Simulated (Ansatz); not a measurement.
A structure relaxed at B3LYP-D4/def2-SVP in Ansatz, charge 0, singlet:

Cartesian coordinates in Å:
```
Hg -0.7259 1.0570 1.0655
Hg -2.3834 -0.7499 -1.3991
Hg 1.2591 -1.3249 0.5331
Te 0.6490 2.3024 -0.9906
Te -0.3869 -1.1285 2.7353
Te 1.5881 -0.1560 -1.9442
```

Task: Give its formula.

Result: Hg₃Te₃.

Task: Summarise the bond lengths by kind (pairs closer than 1.2 times the sum of covalent radii, bridged metal pairs left out).

Result: 4 × Hg–Te 2.76 to 2.77 Å; 1 × Te–Te 2.80 Å.

In the def2 sets Hg, Te take a core potential; there is no spin–orbit coupling. Another isomer (singlet) lies 1.01 eV lower at PBE0-D4/def2-TZVP; other spin states weren't run for this one.
